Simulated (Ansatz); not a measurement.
Geometry optimisation, RKS PBE0-D4/def2-SVP (Ansatz 0.2.0).

The input (input.yaml):

```yaml
crystal:
  periodic: [false, false, false]
  atoms:
    - { symbol: "N", position_ang: [-0.0043, 1.244, -0.3786] }
    - { symbol: C, position_ang: [0.207, -0.1166, -0.0968] }
    - { symbol: F, position_ang: [0.8834, -0.68, -1.1548] }
    - { symbol: F, position_ang: [1.0248, -0.2134, 1.0652] }
    - { symbol: Te, position_ang: [-1.6432, -1.171, 0.1234] }
    - { symbol: H, position_ang: [-1.06203, 1.44823, -0.49932] }
    - { symbol: H, position_ang: [0.44099, 1.54197, -1.28234] }
    - { symbol: H, position_ang: [-0.7437, -2.6231, 0.4327] }
basis:
  gaussian: { orbitals: def2-SVP }
hamiltonian:
  xc: pbe0
  dispersion: d4
relax:
  f_tol: 0.015
  max_steps: 40
output:
  orbitals: {}
```

Command:

```bash
$ ansatz run input.yaml --threads 2 --pin off --max-ram 3072MiB --backend cpu --events-out ev --progress --plain --runs-dir out
```

Where does it end, and by what steps?

It converged. After 11 steps the energy has fallen by 0.578 eV; H6 moved furthest, 0.71 Å.

| step | energy less start (eV) | largest force component (eV/Å) | accepted |
| --- | --- | --- | --- |
| 0 | 0.0000 | 2.454 | yes |
| 1 | -0.1957 | 1.479 | yes |
| 2 | -0.3552 | 0.824 | yes |
| 3 | -0.3918 | 1.020 | yes |
| 4 | -0.4311 | 0.461 | yes |
| 5 | -0.4756 | 0.433 | yes |
| 6 | -0.5288 | 0.264 | yes |
| 7 | -0.5352 | 0.613 | yes |
| 8 | -0.5766 | 0.048 | yes |
| 9 | -0.5463 | 0.625 | no |
| 10 | -0.5778 | 0.045 | yes |
| 11 | -0.5778 | 0.014 | yes |

```xyz
8
Properties=species:S:1:pos:R:3
N -0.215 1.199 -0.404
C 0.198 -0.097 -0.089
F 0.730 -0.786 -1.138
F 1.179 -0.025 0.825
Te -1.538 -1.207 0.672
H -0.906 1.207 -1.148
H 0.580 1.793 -0.640
H -0.924 -2.655 0.132
```

Time of the run: 28 s on 2 threads of Intel(R) Xeon(R) Platinum 8488C (Sapphire Rapids), with other jobs on the host, peak memory 0.24 GiB.
